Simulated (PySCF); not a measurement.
PySCF input file for C2H9ClOSi2, SMILES [Si@H](C)(Cl)[C@@H](O)[SiH3], C-PCM-M06-2X/def2-SVP. Coordinates come from a B3LYP-D3(BJ)/def2-SVP optimisation. The structure was generated by enumeration; whether it is a known compound was not checked. Other conformers were not sampled.

```python
import numpy as np
from pyscf import gto, scf, dft
from pyscf.solvent import pcm

mol = gto.M(
    atom='''
    C     2.29345859   -0.48193267   -0.74781721
    Si    0.98540917    0.04143749    0.48468562
    Cl    0.44724807    2.02155701    0.09453582
    C    -0.55129832   -1.06271015    0.42348668
    O    -1.42067050   -0.84566470    1.54244607
    Si   -1.63337597   -0.83694792   -1.12786296
    H     3.17439411    0.17506904   -0.68127894
    H     1.90108095   -0.42664825   -1.77503957
    H     2.61838181   -1.51760167   -0.55475517
    H     1.49980742    0.00617295    1.88579057
    H    -0.18219011   -2.11355226    0.38743932
    H    -0.91279484   -0.94577581    2.35916639
    H    -2.26395484    0.50794770   -1.13508022
    H    -2.68878399   -1.88864001   -1.14872721
    H    -0.76522006   -0.99312005   -2.33372653
    ''',
    basis='def2-SVP',
    charge=0,
    spin=0,
    max_memory=1600,
    verbose=3,
)
mf = dft.RKS(mol, xc='m06-2x').density_fit(auxbasis='def2-universal-jkfit')
mf.grids.level = 4
mf.conv_tol = 1e-9
mf.max_cycle = 100
mf.kernel()
res = {}
for name, eps in {'water': 78.355, 'tetrahydrofuran': 7.4257, 'cyclohexanone': 15.619}.items():
    s = mf.PCM()
    s.with_solvent.method, s.with_solvent.eps, s.with_solvent.lebedev_order = 'C-PCM', eps, 17
    s.kernel(mf.make_rdm1())
    res[name] = (s.e_tot, eps, s.dip_moment(), s.mo_energy, s.converged)
    print(f'{name}: electrostatic solvation free energy {(s.e_tot - mf.e_tot) * 627.509474:.3f} kcal/mol')
```

Output:

```
converged SCF energy = -1195.51229836148

WARN: PCM is an experimental feature. It is still in testing.
Features and APIs may be changed in the future.

converged SCF energy = -1195.52159884785
Dipole moment(X, Y, Z, Debye):  2.82188, -3.01972,  0.43021
water: electrostatic solvation free energy -5.836 kcal/mol

WARN: PCM is an experimental feature. It is still in testing.
Features and APIs may be changed in the future.

converged SCF energy = -1195.52026442511
Dipole moment(X, Y, Z, Debye):  2.70580, -2.88186,  0.40795
tetrahydrofuran: electrostatic solvation free energy -4.999 kcal/mol

WARN: PCM is an experimental feature. It is still in testing.
Features and APIs may be changed in the future.

converged SCF energy = -1195.52102960749
Dipole moment(X, Y, Z, Debye):  2.77193, -2.96025,  0.42064
cyclohexanone: electrostatic solvation free energy -5.479 kcal/mol
```

The calculation finished and met its thresholds.
